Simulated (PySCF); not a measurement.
Species: C₆H₅FO.
Atom-mapped SMILES: `[OH:1][c:2]1[cH:3][cH:4][c:5]([F:6])[cH:7][cH:8]1` (hydrogens: H9 on O1; H10 on C3; H11 on C4; H12 on C7; H13 on C8)

Method used: PBE0-D3(BJ)/def2-SVP geometry optimisation, gas phase in PySCF 2.14.0.

**Question.** List the bond lengths, angles and torsions at this level.

**Answer.** 
| bond | length (bohr) |
| --- | --- |
| O1–C2 | 2.553 |
| C2–C3, C2–C8 | 2.643 |
| C3–C4, C7–C8 | 2.630 |
| C4–C5, C5–C7 | 2.625 |
| C5–F6 | 2.523 |
| O1–H9 | 1.819 |
| C3–H10, C8–H13 | 2.066 |
| C4–H11, C7–H12 | 2.063 |

Bonds in one row agree within 0.02 bohr and their mean is given. A selection of angles:
| angle | degrees |
| --- | --- |
| O1–C2–C3 | 122.8 |
| O1–C2–C8 | 117.8 |
| C3–C2–C8 | 119.4 |
| C2–C3–C4 | 120.5 |
| C3–C4–C5 | 119.3 |
| C4–C5–F6 | 119.5 |
| C4–C5–C7 | 121.0 |
| C2–C8–C7 | 120.3 |
| H9–O1–C2 | 109.3 |

Torsions: H9–O1–C2–C3 0° (synperiplanar).

The 8 heavy atoms lie in one plane (0.001 Å rms). O1 (phenol-type oxygen) is bent (angle 109.3°). Of the pairs four or more bonds apart, H9···H10 is among the closest relative to their van der Waals radii: 2.29 Å, 95 % of the sum of Bondi's values. The 6-membered ring C2–C3–C4–C5–C7–C8 has internal angles of 119.3° to 121.0° (sum 720°, against 720° for a flat polygon); it is planar, 0.00 Å rms from its mean plane, widest ring torsion 0°.

Point group: Cs (tolerance 0.08 Å). No frequency check. One conformer, not necessarily the lowest (H–O1–C2–C3 0°).

Time: 36 s of wall time. Hardware: Arm Neoverse V2, one thread, shared host. That covers the optimisation of the geometry.
